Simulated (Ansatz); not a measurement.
Correlation energies of CH8N2Si2 (`C=N[SiH2]N[SiH3]`) by basis set

```xyz
13

C     1.860    1.843   -0.026
N     1.455    0.925    0.733
Si    0.941   -0.639    0.155
N    -0.674   -0.987    0.620
Si   -2.123   -0.603   -0.237
H     1.930    1.752   -1.123
H     2.172    2.810    0.386
H     1.010   -0.691   -1.334
H     1.855   -1.627    0.779
H    -0.791   -1.324    1.566
H    -2.939    0.426    0.463
H    -1.714   -0.080   -1.565
H    -2.983   -1.804   -0.418
```

Total charge 0; spin multiplicity 1. The geometry is a stationary point of PBE0-D4/def2-TZVP. It is one conformer, not always the lowest. Frozen core, restricted reference, the Gaussian-basis code of Ansatz. CBS rows extrapolate triple and quadruple zeta; past MP2 they add the triple-zeta difference.

```
     basis     HF (Eh)  MP2 corr.  CCSD corr.       (T)  CCSD(T) total
  def2-SVP           ?          ?    -0.72017  -0.02179              ?
def2-TZVPP  -729.42696          ?    -0.87213  -0.03532              ?
def2-QZVPP  -729.45305          ?           –         –              –
 CBS(def2)  -729.45664   -0.91932    -0.97297     as TZ     -730.46493
```

(1) Fill in the withheld values. (Best estimate.)

Answers

(1) Computed: def2-SVP HF (Eh): -729.03497; def2-SVP MP2 corr.: -0.65801; def2-SVP CCSD(T) total: -729.77693; def2-TZVPP MP2 corr.: -0.81848; def2-TZVPP CCSD(T) total: -730.33441; def2-QZVPP MP2 corr.: -0.87641.
